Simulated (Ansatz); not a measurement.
Cost and result up the ladder for Be₉O₉H₂₆ (44 atoms). Total charge 0; singlet. Geometry: r2SCAN-D4/def2-SVP, loosely relaxed.

```tsv
atom	x (Å)	y (Å)	z (Å)
Be1	-2.5258	-0.4599	-0.5488
Be2	-0.3825	-1.6335	-2.1352
Be3	-0.4514	1.0216	-1.4653
Be4	-1.2370	-2.5735	1.0238
Be5	-1.7144	1.5239	1.0859
Be6	0.1971	-0.2874	0.3639
Be7	2.0595	1.8839	-0.1225
Be8	1.0485	2.1550	1.9569
Be9	0.3956	3.4878	0.1534
O10	-1.8895	-1.1047	-1.9768
O11	-2.4927	-1.7115	0.5417
O12	-0.7715	-3.0582	-0.8891
O13	-1.1349	0.5707	-0.0156
O14	0.5705	-0.4848	-1.2938
O15	0.6914	2.2867	-1.0180
O16	0.0573	-1.5926	1.2291
O17	-0.4794	2.6783	1.3877
O18	1.3822	0.7561	1.0067
H19	-3.6818	0.2808	-0.6689
H20	0.2480	-2.2267	-3.2014
H21	-0.9597	1.3741	-2.6852
H22	2.4193	1.3737	-3.3360
H23	-1.2750	-3.7495	1.7364
H24	-2.7228	1.6057	1.9805
H25	-0.3039	0.0888	4.0370
H26	3.3163	-1.3506	-2.3081
H27	3.2906	1.6537	-0.6393
H28	1.4921	-3.0454	3.4782
H29	1.4641	2.2431	3.2373
H30	0.2425	4.8012	-0.1113
H31	1.8007	3.0750	0.8889
H32	-2.2666	-0.6453	-2.7412
H33	1.8136	1.3680	-3.7964
H34	-3.3176	-1.7970	1.0361
H35	-0.8141	-0.2315	3.5754
H36	-1.6648	-3.2683	-1.2279
H37	-0.2322	-3.8609	-0.9837
H38	2.7318	-1.6801	-2.6687
H39	1.4801	-0.5092	-1.6400
H40	0.8844	2.7017	-1.8789
H41	0.8310	-3.3413	3.2442
H42	0.6635	-1.8997	1.9143
H43	-0.8623	3.3100	2.0249
H44	2.1000	0.2717	1.4495
```

Ansatz on 2 threads of AMD EPYC 7R13 on a shared host and a share (18 GiB) of an NVIDIA H100 80GB HBM3. Times are rough, and most runs start from the orbitals of an earlier one. PBE0-D4/def2-TZVP serves as the yardstick here, not as an exact answer. Differences are given only for rows in sets of like size (and for xTB, whose basis is part of the method), since another set adds its own error. Binding counts from free atoms at the same level (Be singlet, O triplet, H doublet; other spins of the atoms weren't run), without zero-point energy or a counterpoise term.

LC-ωPBE has ω = 0.4 bohr⁻¹. B3LYP takes the VWN-RPA correlation. Correlated methods freeze 9 core orbitals. Single mean-field runs in def2-TZVP are fitted with def2-universal-jkfit. In the singlet geometry the species has come apart into loosely held pieces. In the singlet, H25 and H35 lie 0.76 Å apart, H22 and H33 lie 0.76 Å apart, H28 and H41 lie 0.76 Å apart (atoms count from 1), so H2 has formed as a molecule.

Correlated methods converge slowly with the basis.

| level | functions | wall time | binding energy per atom (eV) | difference from PBE0-D4/def2-TZVP (eV) | remarks |
| --- | --- | --- | --- | --- | --- |
| HF/6-31G | 214 | 1.6 s | 2.52 | – | loose geometry |
| B3LYP-D4/6-31G | 214 | 2.3 s | 3.46 | – | loose geometry |
| PBE0-D4/def2-SVP | 337 | 2.6 s | 3.48 | – | loose geometry |
| PBE-D4/def2-SVP | 337 | 2.7 s | 3.54 | – | loose geometry |
| LC-ωPBE/def2-TZVP | 606 | 3.4 s | 3.44 | 0.00 | loose geometry |
| PBE-D4/def2-TZVP | 606 | 3.5 s | 3.50 | 0.06 | loose geometry |
| LDA (SPW92)/def2-TZVP (with forces) | 606 | 4 s | 3.93 | 0.50 | loose geometry |
| PBE0-D4/def2-TZVP (with forces) | 606 | 4.6 s | 3.44 | 0.00 | loose geometry |
| MP2/def2-TZVP | 606 | 4.7 s | 3.39 | -0.05 | loose geometry |
| r2SCAN-D4/def2-TZVP | 606 | 5.5 s | 3.51 | 0.07 | loose geometry |
